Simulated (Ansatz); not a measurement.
F2OSW, SMILES `[O]=[W]([F])([F])=[S]` from Hartree–Fock to CCSD(T)

```tsv
atom	x (Å)	y (Å)	z (Å)
O1	0.928	1.081	-0.959
W2	0.068	-0.034	-0.028
F3	-0.404	-1.463	-1.096
F4	1.098	-0.515	1.426
S5	-1.691	0.930	0.657
```

Total charge 0; spin multiplicity 1. Correlated methods include outer-core shells of W, which these sets cover unevenly. W: def2 effective core potential. All single points use the PBE0-D4/def2-TZVP geometry. Frozen core, restricted reference, the Gaussian-basis code of Ansatz.

| basis | HF (Eh) | MP2 corr. |
| --- | --- | --- |
| def2-SVP | -737.44273 | -1.08206 |
| def2-TZVPP | -737.97179 | -1.42287 |
| def2-QZVPP | -737.99676 | -1.56346 |

Q: Estimate the CCSD correlation energy and the (T) correction in each basis where they were run (hartree).

A: 
```csv
basis,CCSD corr.,(T)
def2-SVP,-1.02719,-0.04849
def2-TZVPP,-1.36215,-0.07573
```
